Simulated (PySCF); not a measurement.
This script is equivalent to a calculation on Os³⁺ (osmium, charge +3).

```python
from pyscf import gto, scf, dft, mp, cc
import basis_set_exchange as bse
txt = bse.get_basis("def2-SVP", elements=["Os"], fmt="nwchem", header=False)
cut = txt.index("\nECP")
mol = gto.M(atom="Os 0 0 0", charge=3, spin=5, symmetry="D2h",
            basis=gto.basis.parse(txt[:cut]),
            ecp={"Os": gto.basis.parse_ecp(txt[cut:])})
mf = dft.UKS(mol, xc="M06L")
mf.irrep_nelec = {'Ag': (3, 1), 'B1g': (1, 0), 'B2g': (1, 0), 'B3g': (1, 0), 'B1u': (1, 1), 'B2u': (1, 1), 'B3u': (1, 1)}
mf.kernel()
```

(1) What total energy does it give?

(2) Which occupied shell lies highest, and where?

(3) What is ⟨S²⟩, and what would a pure spin state give?

Energies and moments cover only the electrons outside the core potential. Spin-orbit coupling, which splits the p, d and f shells strongly at this Z, is absent.

## Answers

(1) -88.697 hartree (calculated).

(2) 5d α, at -36.670 eV.

(3) 8.750, against 8.75.
